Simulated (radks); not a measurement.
Species: neutral thulium. Configuration: [Kr] 4d10 4f13.25 5s2 5p5.75 6s2 (fractional occupations, a model configuration). All-electron calculation, scalar-relativistic Kohn-Sham, MS2 meta-GGA, spin-polarised, spherical densities, finite nucleus; open shells are filled with parallel spins first (spin-orbit coupling, left out, can overturn this in heavy ions); meta-GGA in the generalised Kohn-Sham scheme; Fermi nuclear charge, rms radius 5.2256 fm. Program: a radial shooting solver on a logarithmic mesh with Libxc functionals.

Normalised radial functions P(r) = r R(r), r in bohr:

r,6s up,6s down,4f up
0.00136,0.0172,0.0170,0.0000
0.001858,0.0216,0.0214,0.0000
0.002538,0.0268,0.0266,0.0000
0.00344,0.0324,0.0321,0.0000
0.0047,0.0381,0.0377,0.0000
0.006421,0.0428,0.0424,0.0000
0.008772,0.0447,0.0443,0.0000
0.01198,0.0412,0.0408,0.0001
0.01637,0.0294,0.0291,0.0003
0.02237,0.0068,0.0068,0.0009
0.03056,-0.0250,-0.0248,0.0028
0.04174,-0.0571,-0.0565,0.0079
0.05657,-0.0704,-0.0697,0.0211
0.07729,-0.0441,-0.0437,0.0540
0.1056,0.0253,0.0250,0.1267
0.1442,0.0932,0.0923,0.2666
0.1971,0.0806,0.0799,0.4915
0.2692,-0.0370,-0.0367,0.7776
0.3678,-0.1444,-0.1430,1.0317
0.5025,-0.0835,-0.0829,1.1291
0.6865,0.1199,0.1185,1.0241
0.9303,0.2473,0.2452,0.7981
1.271,0.1399,0.1402,0.5404
1.736,-0.1551,-0.1512,0.3242
2.372,-0.4379,-0.4328,0.1739
3.241,-0.5577,-0.5557,0.0842
4.427,-0.4820,-0.4838,0.0364
6.048,-0.2798,-0.2828,0.0140
8.263,-0.1026,-0.1045,0.0041
11.29,-0.0220,-0.0226,0.0008

6s up: eigenvalue -4.003 eV, 5 radial nodes at r = 0.0241, 0.0956, 0.248, 0.577, 1.49 bohr, <r> = 3.97 bohr, 90 % of the charge inside 5.90 bohr. 6s down: eigenvalue -3.968 eV, 5 radial nodes at r = 0.0241, 0.0956, 0.248, 0.578, 1.50 bohr, <r> = 3.99 bohr, 90 % of the charge inside 5.93 bohr. 4f up: eigenvalue -2.846 eV, 0 radial nodes, <r> = 0.817 bohr, 90 % of the charge inside 1.44 bohr.
